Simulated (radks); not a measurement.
Results of a calculation; reference values are marked as such.
Q: The mean radii <r> (bohr) of the occupied orbitals of an atom or ion are listed with their occupations. Code: a radial shooting solver on a logarithmic mesh with Libxc functionals. Model: Dirac Kohn-Sham, PBEsol, spin-unpolarised, spherical densities, finite nucleus; Fermi nuclear charge, rms radius of each element as measured or else 0.836 A^(1/3) + 0.57 fm.

orbital  occ.      <r>
1s1/2       2  0.01633
2s1/2       2  0.06809
2p1/2       2  0.05590
2p3/2       4  0.06469
3s1/2       2   0.1771
3p1/2       2   0.1674
3p3/2       4   0.1835
3d3/2       4   0.1595
3d5/2       6   0.1644
4s1/2       2   0.3917
4p1/2       2   0.3932
4p3/2       4   0.4276
4d3/2       4   0.4335
4d5/2       6   0.4446
5s1/2       2   0.8779
4f5/2       6   0.4645
4f7/2       8   0.4711
5p1/2       2   0.9415
5p3/2       4    1.036
5d3/2       4    1.337
5d5/2       6    1.386
6s1/2       1    2.287
7s1/2       1    5.747

Name the element and its charge. Open shells, if any, are shared by 2j + 1.

A: Z = 81, thallium, charge +1: Tl+ in [Xe] 4f14 5d10 6s1 7s1. The 1s radius gives Z: for a bare nucleus <r> = (2 gamma + 1)/(2Z) with gamma = sqrt(1 - (Z/c)^2), 0.01613 bohr for Z = 81, and screening makes it slightly larger (0.01633 here). The occupations add up to 80, and the charge is Z minus that.
